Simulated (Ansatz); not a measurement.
A displaced shape of singlet GeH4:

```yaml
atoms:
  - { symbol: Ge, position_ang: [-0.0356, 0.0261, 0.0235] }
  - { symbol: H, position_ang: [0.8951, 0.9196, 0.9251] }
  - { symbol: H, position_ang: [0.9254, -0.8554, -0.8820] }
  - { symbol: H, position_ang: [-0.8425, 0.9050, -0.8745] }
  - { symbol: H, position_ang: [-0.9051, -0.8424, 0.8751] }
```

It was optimised with HF/def2-SVP in Ansatz (development build ahead of 0.2.0) to forces under 0.001 eV/Å, with restricted orbitals. Each step stands on the lowest determinant of that kind that the program's search found.

**Question.** What shape does it relax to, and how does the optimisation go?

**Answer.**

```xyz
5

Ge    0.0075    0.0306    0.0134
H     0.8796    0.9081    0.9191
H     0.9055   -0.8548   -0.8586
H    -0.8569    0.9235   -0.8846
H    -0.8983   -0.8544    0.8779
```

Bond lengths: Ge1–H2 1.533 Å, Ge1–H3 1.533 Å, Ge1–H4 1.533 Å, Ge1–H5 1.533 Å. Angles: H2–Ge1–H3 109.5°, H2–Ge1–H4 109.5°, H2–Ge1–H5 109.5°, H3–Ge1–H4 109.5°, H3–Ge1–H5 109.5°, H4–Ge1–H5 109.5°.

| step | E − E(start) (eV) | largest force (eV/Å) |
| --- | --- | --- |
| 1 | 0.0000 | 1.9705 |
| 2 | -0.0706 | 0.1304 |
| 3 | -0.0734 | 0.0282 |
| 4 | -0.0735 | 0.0011 |
| 5 | -0.0735 | 0.0002 |

The optimisation ended after 5 steps with its threshold met.
